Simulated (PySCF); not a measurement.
Job file and geometry (Å, from GFN2-xTB) of an NMR shielding run on `CO[C@@H]1CCP[C@H]([SiH3])C1`, C$_{6}$H$_{15}$OPSi, GIAO PBE0/pcSseg-1 NMR shielding, non-relativistic, gas phase (PySCF); density fitting, a coarse starting grid and PySCF grid level 2 are the driver's defaults:

```
$ OMP_NUM_THREADS=1 python probes_run.py task.json out

{"job": {"kind": "nmr", "xc": "PBE0", "basis": "pcSseg-1"}, "charge": 0, "multiplicity": 1}
C      2.684457     1.437997    -0.924405
O      2.086079     0.175462    -1.045655
C      1.086228    -0.110604    -0.080719
C      0.958184    -1.631883    -0.016955
C      0.039703    -2.083384     1.109710
P     -1.700262    -1.442129     0.976720
C     -1.320155     0.339447     0.629864
Si    -2.960452     1.216571     0.184011
C     -0.255754     0.536007    -0.441456
H      3.128330     1.572250     0.070545
H      1.976315     2.254968    -1.103979
H      3.468458     1.477094    -1.678359
H      1.414607     0.266832     0.903686
H      1.955949    -2.054998     0.123313
H      0.582058    -1.985228    -0.979648
H      0.432140    -1.756299     2.078842
H     -0.016832    -3.175786     1.134514
H     -1.853369    -1.801170    -0.372140
H     -0.955750     0.751357     1.580014
H     -3.479992     0.651557    -1.062431
H     -2.671883     2.640668    -0.010273
H     -3.911883     1.019562     1.274551
H     -0.593294     0.112962    -1.391540
H     -0.104618     1.608509    -0.596371
```

Task: Write the output of this run.

Result: 
```
coarse grid: 20152 points
cycle   1  E = -942.8896394223  dE =  9.163e-01  |g| = 6.038e-01  |ddm| = 4.339e+00
cycle   2  E = -942.8294337991  dE =  6.021e-02  |g| = 8.295e-01  |ddm| = 1.456e+00
cycle   3  E = -942.9659921878  dE = -1.366e-01  |g| = 7.804e-02  |ddm| = 9.468e-01
cycle   4  E = -942.9668575552  dE = -8.654e-04  |g| = 3.617e-02  |ddm| = 8.188e-02
cycle   5  E = -942.9671335430  dE = -2.760e-04  |g| = 9.830e-03  |ddm| = 4.104e-02
cycle   6  E = -942.9671558412  dE = -2.230e-05  |g| = 2.855e-03  |ddm| = 1.376e-02
cycle   7  E = -942.9671576792  dE = -1.838e-06  |g| = 5.296e-04  |ddm| = 3.090e-03
final grid: 182888 points
cycle   8  E = -943.0343288159  dE = -7.054e-05  |g| = 1.239e-02  |ddm| = 5.240e-02
cycle   9  E = -943.0342960711  dE =  3.274e-05  |g| = 1.776e-02  |ddm| = 2.398e-02
cycle  10  E = -943.0343614915  dE = -6.542e-05  |g| = 1.622e-03  |ddm| = 1.542e-02
cycle  11  E = -943.0343620595  dE = -5.679e-07  |g| = 3.106e-04  |ddm| = 2.095e-03
cycle  12  E = -943.0343620805  dE = -2.103e-08  |g| = 9.493e-05  |ddm| = 4.653e-04
cycle  13  E = -943.0343620825  dE = -1.985e-09  |g| = 3.581e-05  |ddm| = 1.418e-04
cycle  14  E = -943.0343620828  dE = -2.979e-10  |g| = 4.166e-06  |ddm| = 3.266e-05
converged SCF energy = -943.0343620828

GIAO shielding tensors (ppm)
atom      isotropic    diamagn.    paramagn.     s11        s22        s33       span
  0 C      129.078     244.283    -115.204     92.418    111.449    183.368     90.950
  1 O      284.806     396.575    -111.769    250.284    266.849    337.284     87.000
  2 C      101.058     246.933    -145.874     74.149     83.130    145.896     71.747
  3 C      145.318     247.211    -101.893    138.223    144.811    152.921     14.698
  4 C      161.120     252.364     -91.244    153.121    163.036    167.204     14.083
  5 P      393.813     965.747    -571.934    363.770    382.931    434.740     70.970
  6 C      170.636     255.689     -85.052    162.767    170.983    178.158     15.390
  7 Si     412.571     879.697    -467.126    382.055    384.223    471.434     89.380
  8 C      147.774     251.611    -103.837    127.741    152.741    162.840     35.099
  9 H       28.612      29.444      -0.832     24.788     25.955     35.094     10.307
 10 H       27.980      30.662      -2.682     23.001     26.806     34.132     11.131
 11 H       27.858      27.881      -0.022     23.601     25.180     34.794     11.193
 12 H       28.978      34.837      -5.860     26.133     29.466     31.334      5.201
 13 H       29.317      31.093      -1.776     24.265     28.494     35.192     10.926
 14 H       30.244      32.069      -1.825     27.372     28.956     34.404      7.032
 15 H       30.180      31.198      -1.018     26.199     28.394     35.948      9.749
 16 H       29.868      29.321       0.547     23.945     27.751     37.909     13.964
 17 H       28.721      30.977      -2.256     25.569     27.858     32.737      7.167
 18 H       31.016      33.414      -2.398     27.585     29.098     36.366      8.781
 19 H       28.090      28.911      -0.821     24.549     26.734     32.985      8.436
 20 H       27.743      28.791      -1.047     23.939     25.778     33.513      9.573
 21 H       27.712      28.419      -0.708     23.885     25.720     33.531      9.646
 22 H       30.739      34.371      -3.631     27.555     30.349     34.314      6.760
 23 H       29.028      34.789      -5.761     22.498     30.091     34.496     11.998
```

Size and cost of the density-fitted run: 242 basis functions, 47 s wall time on 1 thread of an Arm Neoverse V2, shared host; peak memory 1.1 GiB.
